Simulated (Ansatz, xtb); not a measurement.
# Relative energy of two structures of CH3GeO−

Structure a is a singlet given by its coordinates and structure b is `[CH3][Ge-]=[O]`, a singlet. Both are isolated ions in the gas phase, relaxed with PBE0-D3(BJ)/def2-SVPD.

a (Å):

```csv
atom,x (Å),y (Å),z (Å)
C,-0.8071,1.7841,-0.7961
Ge,0.8512,0.8145,-0.2315
O,-1.8145,1.3740,-1.3574
H,-0.8515,2.8510,-0.3919
H,1.8034,2.0307,-0.6393
H,1.0699,-0.0485,-1.5504
```

Close contacts (Å): C1–Ge2 2.00, C1–O3 1.22, C1–H4 1.14, Ge2–H5 1.60, Ge2–H6 1.59.

b (Å):

```json
{"atom": "C", "x (Å)": "0.0718", "y (Å)": "0.8602", "z (Å)": "0.7499"}
{"atom": "Ge", "x (Å)": "0.1540", "y (Å)": "-0.7082", "z (Å)": "-0.6092"}
{"atom": "O", "x (Å)": "0.1143", "y (Å)": "-2.0776", "z (Å)": "0.3966"}
{"atom": "H", "x (Å)": "1.0916", "y (Å)": "1.0396", "z (Å)": "1.1389"}
{"atom": "H", "x (Å)": "-0.2954", "y (Å)": "1.8068", "z (Å)": "0.3132"}
{"atom": "H", "x (Å)": "-0.5650", "y (Å)": "0.5724", "z (Å)": "1.6040"}
```

Problem. Estimate which is lower in electronic energy at CCSD(T)/def2-SVPD + ΔMP2/def2-TZVPPD, and by roughly how much.

Solution. The CCSD(T)/def2-SVPD + ΔMP2/def2-TZVPPD calculation puts structure b lower, by 0.956 eV.

How the difference moves with the method:

```json
{"level": "GFN2-xTB", "geometry": "GFN2-xTB", "E(b) − E(a) (eV)": "−1.459", "departure from the last row (eV)": "−0.503", "job, with rough time for the two": "optimisation, 0.58 s"}
{"level": "HF/STO-3G", "geometry": "GFN2-xTB", "E(b) − E(a) (eV)": "+0.460", "departure from the last row (eV)": "+1.416", "job, with rough time for the two": "single point, 0.92 s"}
{"level": "r2SCAN-D4/def2-SVPD", "geometry": "GFN2-xTB", "E(b) − E(a) (eV)": "−0.534", "departure from the last row (eV)": "+0.422", "job, with rough time for the two": "single point, 4.9 s"}
{"level": "PBE0-D3(BJ)/def2-SVPD", "geometry": "PBE0-D3(BJ)/def2-SVPD", "E(b) − E(a) (eV)": "−0.622", "departure from the last row (eV)": "+0.334", "job, with rough time for the two": "optimisation, 3.5 min"}
{"level": "HF/def2-SVPD", "geometry": "PBE0-D3(BJ)/def2-SVPD", "E(b) − E(a) (eV)": "−0.379", "departure from the last row (eV)": "+0.577", "job, with rough time for the two": "part of the CCSD(T) run"}
{"level": "MP2/def2-SVPD", "geometry": "PBE0-D3(BJ)/def2-SVPD", "E(b) − E(a) (eV)": "−1.130", "departure from the last row (eV)": "−0.175", "job, with rough time for the two": "part of the CCSD(T) run"}
{"level": "CCSD(T)/def2-SVPD", "geometry": "PBE0-D3(BJ)/def2-SVPD", "E(b) − E(a) (eV)": "−0.865", "departure from the last row (eV)": "+0.090", "job, with rough time for the two": "single point"}
{"level": "CCSD(T)/def2-SVPD + ΔMP2/def2-TZVPPD", "geometry": "PBE0-D3(BJ)/def2-SVPD", "E(b) − E(a) (eV)": "−0.956", "departure from the last row (eV)": "", "job, with rough time for the two": "single point, 63 s"}
```

HF/STO-3G puts the two in the other order. The largest departure from CCSD(T)/def2-SVPD + ΔMP2/def2-TZVPPD is that of HF/STO-3G, 1.416 eV. The last row adds to CCSD(T) the change of the MP2 difference between the two basis sets, here −0.090 eV.

With harmonic frequencies from PBE0-D3(BJ)/def2-SVPD (ideal gas, rigid rotor, one conformer each, 200 K, 1 atm): on the last row, ΔE + ΔZPE = −0.806 eV. A mode under 50 cm⁻¹ makes harmonic enthalpies and free energies unreliable, so none is given.

The T1 diagnostic of structure b is large, so the coupled-cluster value is less sure. The correlated steps freeze 11 core orbitals; the filled d shell of Ge is correlated, in a basis made for valence electrons. Codes used: Ansatz 0.2.0, xtb 6.7.1; the last row on 2 threads of Intel(R) Xeon(R) Processor @ 2.50GHz (Skylake/Cascade Lake) on a shared host.
